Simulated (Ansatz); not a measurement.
# Worked example: the barrier

An elementary step of BH2ClOF2, singlet (BHOF₂ ([OH][B]([F])[F]) + HCl → BClF₂ ([F][B]([F])[Cl]) + H₂O (still joined by a long B–O bond); bonds formed: B1–Cl6, O2–H5; bonds broken: H5–Cl6; bonds weakened to dative contacts: B1–O2). “Start” is the structure reached by relaxing down from the saddle towards the reactants; PBE0-D4/def2-TZVP structures. The saddle:

```json
{"atom": "B1", "x (Å)": "-0.4418", "y (Å)": "0.4693", "z (Å)": "-0.0684"}
{"atom": "O2", "x (Å)": "0.9693", "y (Å)": "0.0876", "z (Å)": "-0.3111"}
{"atom": "F3", "x (Å)": "-1.2857", "y (Å)": "0.1535", "z (Å)": "-1.0407"}
{"atom": "F4", "x (Å)": "-0.6103", "y (Å)": "1.5726", "z (Å)": "0.6295"}
{"atom": "H5", "x (Å)": "0.7447", "y (Å)": "-0.7626", "z (Å)": "0.5499"}
{"atom": "Cl6", "x (Å)": "-0.4551", "y (Å)": "-1.1951", "z (Å)": "1.4181"}
{"atom": "H7", "x (Å)": "1.0790", "y (Å)": "-0.3253", "z (Å)": "-1.1773"}
```

Ansatz 0.2.0; basis: def2-TZVPP and def2-QZVPP; cores frozen in the correlated methods.

Energies in eV:

| quantity | saddle | start |
| --- | --- | --- |
| Hartree–Fock, triple zeta (X = 3) | -20663.61322 | -20665.32976 |
| Hartree–Fock, quadruple zeta (X = 4) | -20664.32484 | -20666.05620 |
| MP2 correlation, X = 3 | -28.76505 | -28.11501 |
| MP2 correlation, X = 4 | -31.37523 | -30.70214 |
| CCSD(T) correlation, X = 3 | -30.26182 | -29.69335 |

Question: Work out the barrier at the basis limit: extrapolate Hartree–Fock as E(X) = E∞ + A exp(−7.88 √X) and the MP2 correlation as E(X) = E∞ + B X^−2.97 (the exponents that Neese and Valeev fitted for def2-TZVPP and QZVPP), then add CCSD(T) − MP2 in triple zeta.

Answer: Each step is linear, so take the differences first (saddle − start): Hartree–Fock 1.71654 (X = 3) and 1.73136 (X = 4); MP2 correlation -0.65004 and -0.67309; CCSD(T) correlation -0.56847.
Two points give E∞ = E(4) + w [E(4) − E(3)], with w = 1/(exp(7.88 (2 − √3)) − 1) = 0.1377 for Hartree–Fock and w = 1/((4/3)^2.97 − 1) = 0.7407 for the correlation.
Hartree–Fock: 1.73136 + 0.1377 × 0.01482 = 1.7334 eV.
MP2 correlation: -0.67309 + 0.7407 × (-0.02305) = -0.6902 eV.
CCSD(T) − MP2: -0.56847 − (-0.65004) = 0.0816 eV.
Sum: 1.7334 + (-0.6902) + 0.0816 = 1.1248 eV, or 25.94 kcal/mol. Plain CCSD(T) in triple zeta gives 1.1481 eV, so the larger basis shifts the result by -0.0233 eV.

The T1 diagnostic stays at or below 0.012.

Hydrogen chloride, the by-product of chloride precursors, can attack films and sites by steps of this kind.

Labels in which every atom is bracketed show which atoms are joined, not bond orders.

For scale, one of the runs: CCSD(T)/def2-TZVPP, 194 basis functions, launched by `ansatz run in.yaml --threads 4 --pin off --events-out ev --progress --plain --max-ram 9574MiB`. The run took 69 s on 4 CPU threads of an Intel Xeon (shared host), with 2.4 GiB of host memory at its peak.
